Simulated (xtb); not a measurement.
HClSi, triplet, geometry from GFN2-xTB (the spin is typed, not shown lowest); GFN2-xTB with GBSA(acetonitrile) in xtb.

xtb was given this input:
```
$ xtb mol.xyz --gfn 2 --uhf 2 --gbsa acetonitrile --json

# file mol.xyz
3

Si     0.86396504    -0.22610767     0.58191413
H      2.08188360    -0.47765862    -0.16155694
Cl    -0.83396437     0.21430388    -0.46972005
```

The log (banner, timings and long lists left out):

```
   ID    Z sym.   atoms
    1   14 Si     1
    2    1 H      2
    3   17 Cl     3

           -------------------------------------------------
          |                Calculation Setup                |
           -------------------------------------------------

           -------------------------------------------------
          |                 G F N 2 - x T B                 |
           -------------------------------------------------

      * Solvation model:               GBSA
        Solvent                        acetonitrile
        Parameter file                 internal GFN2-xTB/GBSA
        Dielectric constant                3.7500E+01
        Reference state                gsolv [1 M gas/solution]
        Free energy shift                  2.0473E-03 Eh       1.2847E+00 kcal/mol
        Temperature                        2.9815E+02 K
        Density                            7.8600E-01 kg/L
        Solvent mass                       4.1050E+01 g/mol
        Interaction kernel             Still
        Born radius scaling (c1)           1.5800E+00
        Born radii integrator          GBOBC
        Born offset                        1.3788E-02 a0       2.6056E-02 AA
        H-bond correction              true
        Ion screening                  false
        Surface tension                    1.0000E-05 Eh       1.5569E+01 dyn/cm
        Grid points                               230 per atom

          ...................................................
          :                      SETUP                      :
          :.................................................:
          :  # basis functions                  21          :
          :  # atomic orbitals                  19          :
          :  # shells                            7          :
          :  # electrons                        12          :
          :  max. iterations                   250          :
          :  Hamiltonian                  GFN2-xTB          :
          :  restarted?                      false          :
          :  GBSA solvation                   true          :
          :  PC potential                    false          :
          :  electronic temp.          300.0000000     K    :
          :  accuracy                    1.0000000          :
          :  -> integral cutoff          0.2500000E+02      :
          :  -> integral neglect         0.1000000E-07      :
          :  -> SCF convergence          0.1000000E-05 Eh   :
[...]
         :: total energy              -6.698405384043 Eh    ::
[...]
        14                          0.0225953               0.6148
        15                          0.0242721               0.6605
        16                          0.0342262               0.9313
        17                          0.0359762               0.9790
        18                          0.5272974              14.3485
        19                          0.7109160              19.3450
      -------------------------------------------------------------
                  HL-Gap            0.0871576 Eh            2.3717 eV
             Fermi-level           -0.2980103 Eh           -8.1093 eV

     #   Z          covCN         q      C6AA      α(0)
     1  14 Si       1.725     0.281   190.273    29.320
     2   1 H        0.922     0.036     2.504     2.475
     3  17 Cl       0.803    -0.317   109.205    15.986

 Mol. C6AA /au·bohr⁶  :        651.174574
 Mol. C8AA /au·bohr⁸  :      35152.356522
 Mol. α(0) /au        :         47.780537

Wiberg/Mayer (AO) data.
largest (>0.10) Wiberg bond orders for each atom

 ---------------------------------------------------------------------------
     #   Z sym  total        # sym  WBO       # sym  WBO       # sym  WBO
 ---------------------------------------------------------------------------
     1  14 Si   1.892 --     3 Cl   1.015     2 H    0.877
     2   1 H    0.975 --     1 Si   0.877
     3  17 Cl   1.113 --     1 Si   1.015
 ---------------------------------------------------------------------------

Topologies differ in total number of bonds
Writing topology from bond orders to xtbtopo.mol

molecular dipole:
                 x           y           z       tot (Debye)
 q only:        1.099      -0.281       0.579
   full:        0.553      -0.127      -0.039       1.446
molecular quadrupole (traceless):
                xx          xy          yy          xz          yz          zz
 q only:        0.457      -0.182      -0.277       0.027      -0.012      -0.180
  q+dip:        1.269      -0.317      -0.338      -1.622       0.401      -0.931
   full:        1.354      -0.501      -0.870      -0.981       0.207      -0.483

           -------------------------------------------------
          | TOTAL ENERGY               -6.698405384043 Eh   |
          | GRADIENT NORM               0.009116540493 Eh/α |
          | HOMO-LUMO GAP               2.371679926520 eV   |
           -------------------------------------------------

normal termination of xtb
```
